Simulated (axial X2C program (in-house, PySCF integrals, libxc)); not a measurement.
**Low determinants of YCl⁻ at the PBE0 level, two-component**

All values were computed with an in-house all-electron X2C program for linear molecules (integrals from PySCF). Two-component (2c) means X2C with spin–orbit coupling and atomic mean-field two-electron Coulomb and Gaunt terms. Basis: Y dyall-acv3z [12s13p10d6f3g], Cl dyall-av3z [9s8p3d2f] (cores contracted in-house); Gaussian nuclei, density fitting, unrestricted open shells. Masses: Y 88.906 u, Cl 34.969 u.

Search at 2.620 Å (vertical energies from the lowest determinant):

```csv
ΔE (eV),state,electrons beyond evenly filled partner blocks,"electrons in ±ω = 1/2, 3/2, 5/2, 7/2"
0.00,Ω = 3/2,ω = 3/2,40 15 2 0
0.05,Ω = 5/2,ω = 5/2,40 14 3 0
0.11,Ω = 1/2,ω = 1/2,41 14 2 0
0.78,Ω = 9/2,"ω = 1/2, ω = 3/2, ω = 5/2",39 15 3 0
0.78,Ω = 1/2,"2 × ω = -1/2, ω = 3/2",40 15 2 0
0.81,Ω = 1/2,ω = 1/2,39 16 2 0
1.21,Ω = 5/2,"ω = -1/2, 2 × ω = 3/2",39 16 2 0
```

Lowest determinant, Ω = 3/2 (⟨Sz⟩ = -0.50, ⟨Lz⟩ = 2.00 at PBE0): Re = 2.520 Å, ωe = 286.7 cm⁻¹.

The determinant in row 2 of the search, Ω = 5/2 (⟨Sz⟩ = 0.50, ⟨Lz⟩ = 2.00 at PBE0), was followed along the bond at PBE0; measured from the minimum of the lowest determinant it gives:

Te = 0.050 eV (405 cm⁻¹), Re = 2.518 Å, ωe = 287.4 cm⁻¹.

**Question.** Compare the bond of the determinant in row 2 with that of the lowest one.

**Answer.** At PBE0 its Re is 0.002 Å shorter and its force constant, which goes as ωe², is 1.00 times that of the lowest determinant. T0 ≈ Te + Δωe/2 = 405 + (0) = 405 cm⁻¹.

The search compares states at one distance, so a state with another bond length can lie lower; it is not exhaustive and yields mostly the lowest determinant of each block pattern, so other components and higher states of one pattern are missing. These are energies of single determinants, not of spin-adapted states; PBE0 term energies can be off by some tenths of an eV, and the functional has no current term. The lowest determinant need not be the ground state where others lie within half an eV. For an anion, determinants above electron detachment are held by the basis set. The highest occupied level of some functionals is positive through self-interaction error; at Hartree–Fock it is bound. Row 1 has a positive highest level at its minimum. Row 2 has a positive highest level at its minimum.
